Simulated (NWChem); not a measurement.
System: C₄H₅BO; SMILES C#CB(O)C=C

NWChem input:

```
start job
memory heap 200 mb stack 900 mb global 1100 mb
geometry units angstroms noautoz
  C     -1.086899     2.182016     0.000011
  C     -0.322843     1.234506    -0.000008
  B      0.606852     0.004333     0.000230
  O      1.943415     0.238997    -0.000093
  C      0.021003    -1.443831     0.000822
  C     -1.294163    -1.704794    -0.000514
  H     -1.750297     3.028377     0.000091
  H      2.461121    -0.572867     0.000163
  H      0.709010    -2.302522     0.002170
  H     -1.692659    -2.725131    -0.000351
  H     -2.027119    -0.890237    -0.001846
end
basis spherical
  * library def2-tzvp
end
dft
  xc b3lyp
  iterations 150
  semidirect filesize 400000000
  mulliken
end
task dft energy
```

Parts of the log:

```
             Northwest Computational Chemistry Package (NWChem) 7.3.0
             --------------------------------------------------------

 CS  symmetry detected

                             Geometry "geometry" -> ""
                             -------------------------

 Output coordinates in angstroms (scale by  1.889725989 to convert to a.u.)

  No.       Tag          Charge          X              Y              Z
 ---- ---------------- ---------- -------------- -------------- --------------
    1 C                    6.0000    -1.00070657     2.22317696     0.00000000
    2 C                    6.0000    -0.27626203     1.24504769     0.00000000
    3 B                    5.0000     0.60205727    -0.02231715     0.00000000
    4 O                    8.0000     1.94713983     0.15718395     0.00000000
    5 C                    6.0000    -0.04284992    -1.44516385     0.00000000
    6 C                    6.0000    -1.36763527    -1.65182156     0.00000000
    7 H                    1.0000    -1.62873788     3.09610336     0.00000000
    8 H                    1.0000     2.43102106    -0.67528325     0.00000000
    9 H                    1.0000     0.60926266    -2.33142190     0.00000000
   10 H                    1.0000    -1.80775418    -2.65490780     0.00000000
   11 H                    1.0000    -2.06647379    -0.80781171     0.00000000

 Effective nuclear repulsion energy (a.u.)     177.7702722066

      Symmetry information
      --------------------

 Group name             Cs
 Group number              2
 Group order               2
 No. of unique centers    11

                                 NWChem DFT Module
                                 -----------------

 Summary of "ao basis" -> "ao basis" (spherical)
 ------------------------------------------------------------------------------
       Tag                 Description            Shells   Functions and Types
 ---------------- ------------------------------  ------  ---------------------
 C                         def2-tzvp                11       31   5s3p2d1f
 B                         def2-tzvp                11       31   5s3p2d1f
 O                         def2-tzvp                11       31   5s3p2d1f
 H                         def2-tzvp                 4        6   3s1p

      Symmetry analysis of basis
      --------------------------

        a'        151
        a"         65

            General Information
            -------------------
          SCF calculation type: DFT
          Wavefunction type:  closed shell.
          No. of atoms     :    11
          No. of electrons :    42
           Alpha electrons :    21
            Beta electrons :    21
          Charge           :     0
          Spin multiplicity:     1
          Use of symmetry is: on ; symmetry adaption is: on
          Maximum number of iterations: 150
          AO basis - number of functions:   216
                     number of shells:    86
          Convergence on energy requested:  1.00D-06
          Convergence on density requested:  1.00D-05
          Convergence on gradient requested:  5.00D-04

              XC Information
              --------------
                         B3LYP Method XC Potential
                     Hartree-Fock (Exact) Exchange  0.200
                        Slater Exchange Functional  0.800 local
                    Becke 1988 Exchange Functional  0.720 non-local
              Lee-Yang-Parr Correlation Functional  0.810
                  VWN I RPA Correlation Functional  0.190 local

             Grid Information
             ----------------
          Grid used for XC integration:  medium
          Radial quadrature: Mura-Knowles
          Angular quadrature: Lebedev.
          Tag              B.-S. Rad. Rad. Pts. Rad. Cut. Ang. Pts.
          ---              ---------- --------- --------- ---------
          C                   0.70       49          13.0       434
          B                   0.85       49          11.0       434
          O                   0.60       49          12.0       434
          H                   0.35       45          14.0       434
          Grid pruning is: on
          Number of quadrature shells:   519
          Spatial weights used:  Erf1

      Superposition of Atomic Density Guess
      -------------------------------------

 Sum of atomic energies:        -252.50337890

      Non-variational initial energy
      ------------------------------

 Total energy =    -255.544882
 1-e energy   =    -691.515092
 2-e energy   =     258.199938
 HOMO         =      -0.346689
 LUMO         =      -0.068645

      Symmetry analysis of molecular orbitals - initial
      -------------------------------------------------

  Numbering of irreducible representations:

     1 a'          2 a"

  Orbital symmetries:

     1 a'          2 a'          3 a'          4 a'          5 a'
     6 a'          7 a'          8 a'          9 a'         10 a'
    11 a'         12 a'         13 a'         14 a'         15 a"
    16 a'         17 a'         18 a"         19 a'         20 a'
    21 a"         22 a"         23 a"         24 a'         25 a'
    26 a'         27 a'         28 a'         29 a"         30 a'
    31 a'

------------------------------------------------------------
EAF file 0: "./job.aoints.0" size=564133888 bytes
------------------------------------------------------------
               write      read    awrite     aread      wait
               -----      ----    ------     -----      ----
     calls:     1076         0         0         0         0
   data(b): 5.64e+08  0.00e+00  0.00e+00  0.00e+00
   time(s): 0.00e+00  0.00e+00  0.00e+00  0.00e+00  0.00e+00
rate(mb/s): 0.00e+00  0.00e+00
------------------------------------------------------------

     ---------------------------------------------
      Total Density - Mulliken Population Analysis
     ---------------------------------------------

    Atom       Charge   Shell Charges
 -----------   ------   -------------------------------------------------------
    1 C    6     6.06   0.86  1.12  0.61  0.43  0.09  1.16  1.34  0.42  0.01  0.02  0.01
    2 C    6     6.41   0.86  1.12  0.61  0.52  0.17  1.23  1.43  0.39  0.01  0.05  0.01
    3 B    5     4.38   0.92  1.06  0.53  0.38  0.04  0.76  0.44  0.05  0.07  0.11  0.02
    4 O    8     8.70   0.79  1.18  0.60  0.93  0.24  2.01  2.15  0.79  0.00  0.01  0.00
    5 C    6     6.39   0.86  1.12  0.58  0.67  0.10  1.24  1.37  0.39  0.01  0.03  0.01
    6 C    6     6.22   0.86  1.12  0.57  0.66  0.13  1.17  1.23  0.43  0.02  0.03  0.01
    7 H    1     0.75   0.22  0.42  0.10  0.02
    8 H    1     0.55   0.20  0.26  0.06  0.04
    9 H    1     0.84   0.24  0.45  0.14  0.02
   10 H    1     0.84   0.24  0.45  0.13  0.02
   11 H    1     0.85   0.24  0.45  0.13  0.02

   convergence    iter        energy       DeltaE   RMS-Dens  Diis-err
 ---------------- ----- ----------------- --------- --------- ---------
 d= 0,ls=0.0,diis     1   -255.4980249558 -4.33D+02  6.35D-03  9.85D-01
 d= 0,ls=0.0,diis     2   -255.4960092770  2.02D-03  3.46D-03  9.99D-01
 d= 0,ls=0.0,diis     3   -255.5674471645 -7.14D-02  1.28D-03  2.72D-01
 d= 0,ls=0.0,diis     4   -255.5901354812 -2.27D-02  4.35D-04  4.16D-02
 d= 0,ls=0.0,diis     5   -255.5948774211 -4.74D-03  1.37D-04  4.08D-03
  Resetting Diis
 d= 0,ls=0.0,diis     6   -255.5953458715 -4.68D-04  3.96D-05  1.88D-04
 d= 0,ls=0.0,diis     7   -255.5953681264 -2.23D-05  1.44D-05  7.26D-06
 d= 0,ls=0.0,diis     8   -255.5953667173  1.41D-06  9.26D-06  1.78D-05
 d= 0,ls=0.0,diis     9   -255.5953689907 -2.27D-06  2.00D-06  4.58D-07
 d= 0,ls=0.0,diis    10   -255.5953690491 -5.84D-08  3.82D-07  1.81D-08

         Total DFT energy =     -255.595369049106
      One electron energy =     -697.142129996953
           Coulomb energy =      299.959005726364
    Exchange-Corr. energy =      -36.182516985068
 Nuclear repulsion energy =      177.770272206551

 Numeric. integr. density =       42.000012006694

                  Occupations of the irreducible representations
                  ----------------------------------------------

                     irrep           alpha         beta
                     --------     --------     --------
                     a'               18.0         18.0
                     a"                3.0          3.0

                       DFT Final Molecular Orbital Analysis
                       ------------------------------------

 Vector   19  Occ=2.000000D+00  E=-2.999570D-01  Symmetry=a"
              MO Center= -2.7D-01,  8.4D-02,  4.0D-16, r^2= 4.3D+00
   Bfn.  Coefficient  Atom+Function         Bfn.  Coefficient  Atom+Function
  ----- ------------  ---------------      ----- ------------  ---------------
    39      0.201048   2 C  pz                8      0.191072   1 C  pz
   101     -0.189623   4 O  pz              132      0.189817   5 C  pz
   163      0.183722   6 C  pz               42      0.165371   2 C  pz
   135      0.164930   5 C  pz              104     -0.157201   4 O  pz
   166      0.157732   6 C  pz               11      0.149905   1 C  pz

 Vector   20  Occ=2.000000D+00  E=-2.855011D-01  Symmetry=a'
              MO Center= -6.2D-01,  1.6D+00,  8.3D-17, r^2= 1.8D+00
   Bfn.  Coefficient  Atom+Function         Bfn.  Coefficient  Atom+Function
  ----- ------------  ---------------      ----- ------------  ---------------
     6      0.254219   1 C  px               37      0.227994   2 C  px
     9      0.195526   1 C  px               40      0.185705   2 C  px
     7      0.180554   1 C  py               38      0.180900   2 C  py
    41      0.156047   2 C  py               10      0.148650   1 C  py
    12      0.126051   1 C  px               13      0.115273   1 C  py

[...]
```

Level: B3LYP/def2-TZVP. Coordinates come from a PBE0/def2-SVP optimisation. B3LYP is NWChem's, with the RPA form of VWN correlation.
